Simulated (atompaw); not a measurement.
# What one change does to a pseudopotential (Tl, PAW (atompaw))

```
Element                 : thallium (Tl)
Generator               : atompaw 4.2.0.5
Type                    : PAW
Functional              : PBE
Relativity              : non-relativistic
Frozen core             : [Xe] 4f14 5d10
Valence charge          : 3
Reference configuration : 6s2 6p1
Partial waves           : 6s (bound): rc 3.00 bohr; 6s channel at 0.65 Ry: rc 1.25 bohr; 6p (bound): rc 3.00 bohr; 6p channel at 0.8 Ry: rc 3.00 bohr; 6d channel at 0.1 Ry: rc 3.00 bohr
Local potential         : vpsmatchnc scheme with l = 3 at -0.5 Ry, radius 2.00 bohr
Core correction         : smooth core density matched at 2.80 bohr
Augmentation charge     : besselshape compensation charge, radius 2.45 bohr; PAW radius 3.00 bohr; waves and projectors: custom rrkj gramschmidtortho
```

Change: wave 6d channel at 0.1 Ry: rc 3.00 bohr becomes 6d channel at 4.66 Ry: rc 3.00 bohr.

Cutoffs: the cutoffs (Ry, on a coarse ladder) from which the occupation-weighted sum of valence levels, in a spherical-Bessel basis at the reference potential, stays within 10 and 1 mRy of its value at 400 Ry; they do not see the model core or the augmentation charge, which bear on the density cutoff.

Problem. What does the change do?

Solution. Both files are so soft that the ladder of cutoffs tells neither apart; the bound ghosts move from d, p, s to p, s; the range in which the d phases agree widens (upper end 0.8 → at the end of the scan).

| quantity | base | changed |
| --- | --- | --- |
| cutoff, loose | 6 Ry | 6 Ry |
| cutoff, tight | 6 Ry | 6 Ry |
| bound ghosts | p, s, d | p, s |
| s: phases at 3.01 bohr within 0.05 rad from the reference energy up to (Ry; the scan ends near 5) | 2.8 | 2.8 |
| p: phases at 3.01 bohr within 0.05 rad from the reference energy up to (Ry; the scan ends near 5) | 3.6 | 3.6 |
| d: phases at 3.01 bohr within 0.05 rad from the reference energy up to (Ry; the scan ends near 5) | 0.8 | to the end of the scan |
| lowest overlap eigenvalue by channel | s 0.02, p 0.26, d 1.00 | s 0.02, p 0.26, d 0.92 |

 A true bound ghost makes a file unfit for plane-wave use even where its test errors are small: the radial tests pick states by their node count and pass the ghost by. The cutoffs see the waves, projectors and local potential, not the compensation charge or the core.
